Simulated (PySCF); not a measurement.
AlF3, triplet, at a GFN2-xTB geometry (such geometries of metal compounds can be far from the true shape) (a higher spin typed on purpose: for a closed-shell molecule this is an excited state); HF/def2-SV(P) in PySCF.

Input for PySCF:
```python
from pyscf import gto, scf

mol = gto.M(
    atom='''
Al   -0.366336    0.172595   -0.154901
F    -1.163782   -1.344110    0.290905
F     0.581934    1.618241   -0.536932
F     1.110999   -0.523434    0.469773
''',
    basis='def2-sv(p)',
    charge=0,
    spin=2,
    verbose=4,
)

mf = scf.UHF(mol)
mf.DIIS = scf.EDIIS
mf.kernel()
```

It wrote (shortened):

```
PySCF version 2.14.0

[INPUT] verbose = 4
[INPUT] num. atoms = 4
[INPUT] num. electrons = 40
[INPUT] charge = 0
[INPUT] spin (= nelec alpha-beta = 2S) = 2
[INPUT] symmetry False subgroup None
[INPUT] Mole.unit = angstrom
[INPUT] Symbol           X                Y                Z      unit          X                Y                Z       unit  Magmom
[INPUT]  1 Al    -0.366336000000   0.172595000000  -0.154901000000 AA   -0.692274709569   0.326157280469  -0.292720466421 Bohr   0.0
[INPUT]  2 F     -1.163782000000  -1.344110000000   0.290905000000 AA   -2.199229248699  -2.539999781289   0.549730778267 Bohr   0.0
[INPUT]  3 F      0.581934000000   1.618241000000  -0.536932000000 AA    1.099695882573   3.058032293542  -1.014654427515 Bohr   0.0
[INPUT]  4 F      1.110999000000  -0.523434000000   0.469773000000 AA    2.099483834666  -0.989146904286   0.887742310715 Bohr   0.0

nuclear repulsion = 152.817157188886
number of shells = 26
number of NR pGTOs = 108
number of NR cGTOs = 60
basis = def2-sv(p)
ecp = {}

******** <class 'pyscf.scf.uhf.UHF'> ********
method = UHF
initial guess = minao
damping factor = 0
level_shift factor = 0
DIIS = <class 'pyscf.scf.diis.EDIIS'>
diis_start_cycle = 1
diis_space = 8
diis_damp = 0
SCF conv_tol = 1e-09
SCF conv_tol_grad = None
SCF max_cycles = 50
direct_scf = True
direct_scf_tol = 1e-13
number electrons alpha = 21  beta = 19
Set gradient conv threshold to 3.16228e-05
init E= -539.534212141852

cycle= 1 E= -539.753651245389  delta_E= -0.219  |g|= 0.392  |ddm|= 1.49
cycle= 2 E= -539.823693789604  delta_E= -0.07  |g|= 0.209  |ddm|= 0.463
cycle= 3 E= -539.846916927419  delta_E= -0.0232  |g|= 0.172  |ddm|= 0.254
cycle= 4 E= -539.861547381125  delta_E= -0.0146  |g|= 0.0787  |ddm|= 0.15
cycle= 5 E= -539.870595271844  delta_E= -0.00905  |g|= 0.0834  |ddm|= 0.121
cycle= 6 E= -539.8737654001  delta_E= -0.00317  |g|= 0.0495  |ddm|= 0.0369
cycle= 7 E= -539.877883997662  delta_E= -0.00412  |g|= 0.0297  |ddm|= 0.0685
cycle= 8 E= -539.877883997662  delta_E= -2.27e-13  |g|= 0.0297  |ddm|= 6.12e-14
cycle= 9 E= -539.877883997662  delta_E= 2.27e-13  |g|= 0.0297  |ddm|= 7.31e-14
cycle= 10 E= -539.879885106785  delta_E= -0.002  |g|= 0.0236  |ddm|= 0.0475
cycle= 11 E= -539.879885106785  delta_E= 2.27e-13  |g|= 0.0236  |ddm|= 5.75e-14
cycle= 12 E= -539.880792436079  delta_E= -0.000907  |g|= 0.0143  |ddm|= 0.0325
cycle= 13 E= -539.880792436079  delta_E=    0  |g|= 0.0143  |ddm|= 1.29e-13
cycle= 14 E= -539.881182225688  delta_E= -0.00039  |g|= 0.0106  |ddm|= 0.0211
cycle= 15 E= -539.881182225687  delta_E= 3.41e-13  |g|= 0.0106  |ddm|= 5.47e-13
cycle= 16 E= -539.881348187342  delta_E= -0.000166  |g|= 0.00654  |ddm|= 0.0141
cycle= 17 E= -539.881348187343  delta_E= -9.09e-13  |g|= 0.00654  |ddm|= 4.56e-13
cycle= 18 E= -539.88141839568  delta_E= -7.02e-05  |g|= 0.00468  |ddm|= 0.0091
cycle= 19 E= -539.88141839568  delta_E=    0  |g|= 0.00468  |ddm|= 4.68e-14
cycle= 20 E= -539.881448309262  delta_E= -2.99e-05  |g|= 0.00293  |ddm|= 0.00607
cycle= 21 E= -539.881448309262  delta_E= -1.14e-13  |g|= 0.00293  |ddm|= 1e-13
cycle= 22 E= -539.881461118355  delta_E= -1.28e-05  |g|= 0.00208  |ddm|= 0.00394
cycle= 23 E= -539.881461160742  delta_E= -4.24e-08  |g|= 0.00207  |ddm|= 1.56e-05
cycle= 24 E= -539.881466657231  delta_E= -5.5e-06  |g|= 0.00131  |ddm|= 0.00263
cycle= 25 E= -539.881466679622  delta_E= -2.24e-08  |g|= 0.00131  |ddm|= 1.24e-05
cycle= 26 E= -539.881467227385  delta_E= -5.48e-07  |g|= 0.00119  |ddm|= 0.000317
cycle= 27 E= -539.881469123571  delta_E= -1.9e-06  |g|= 0.000898  |ddm|= 0.00145
cycle= 28 E= -539.881469394199  delta_E= -2.71e-07  |g|= 0.000794  |ddm|= 0.000247
cycle= 29 E= -539.881469455555  delta_E= -6.14e-08  |g|= 0.000777  |ddm|= 6.01e-05
cycle= 30 E= -539.881470208748  delta_E= -7.53e-07  |g|= 0.000534  |ddm|= 0.000914
cycle= 31 E= -539.881470237529  delta_E= -2.88e-08  |g|= 0.00052  |ddm|= 4.03e-05
cycle= 32 E= -539.881470333125  delta_E= -9.56e-08  |g|= 0.000476  |ddm|= 0.000142
cycle= 33 E= -539.881470627915  delta_E= -2.95e-07  |g|= 0.000358  |ddm|= 0.000555
cycle= 34 E= -539.881470637859  delta_E= -9.94e-09  |g|= 0.00035  |ddm|= 2.19e-05
cycle= 35 E= -539.881470677681  delta_E= -3.98e-08  |g|= 0.000318  |ddm|= 9.23e-05
cycle= 36 E= -539.88147075635  delta_E= -7.87e-08  |g|= 0.000255  |ddm|= 0.000213
cycle= 37 E= -539.881470804587  delta_E= -4.82e-08  |g|= 0.000219  |ddm|= 0.000157
cycle= 38 E= -539.881470816539  delta_E= -1.2e-08  |g|= 0.000207  |ddm|= 4.22e-05
cycle= 39 E= -539.881470833802  delta_E= -1.73e-08  |g|= 0.00019  |ddm|= 6.55e-05
cycle= 40 E= -539.881470830063  delta_E= 3.74e-09  |g|= 0.000194  |ddm|= 1.84e-05
cycle= 41 E= -539.881470852247  delta_E= -2.22e-08  |g|= 0.00017  |ddm|= 9.28e-05
cycle= 42 E= -539.881470864103  delta_E= -1.19e-08  |g|= 0.000157  |ddm|= 5.51e-05
cycle= 43 E= -539.881470875423  delta_E= -1.13e-08  |g|= 0.000143  |ddm|= 5.78e-05
cycle= 44 E= -539.881470885163  delta_E= -9.74e-09  |g|= 0.00013  |ddm|= 5.51e-05
cycle= 45 E= -539.881470898288  delta_E= -1.31e-08  |g|= 0.000107  |ddm|= 8.52e-05
cycle= 46 E= -539.881470897407  delta_E= 8.82e-10  |g|= 0.000109  |ddm|= 6.38e-06
cycle= 47 E= -539.881470901839  delta_E= -4.43e-09  |g|= 0.0001  |ddm|= 3.25e-05
cycle= 48 E= -539.881470905586  delta_E= -3.75e-09  |g|= 9.28e-05  |ddm|= 2.97e-05
cycle= 49 E= -539.881470913234  delta_E= -7.65e-09  |g|= 7.5e-05  |ddm|= 6.99e-05
cycle= 50 E= -539.881470915413  delta_E= -2.18e-09  |g|= 6.92e-05  |ddm|= 2.32e-05
SCF not converged.
SCF energy = -539.881470915413 after 50 cycles  <S^2> = 2.0074563  2S+1 = 3.0049667
```

The run did not converge; its last values are not results.
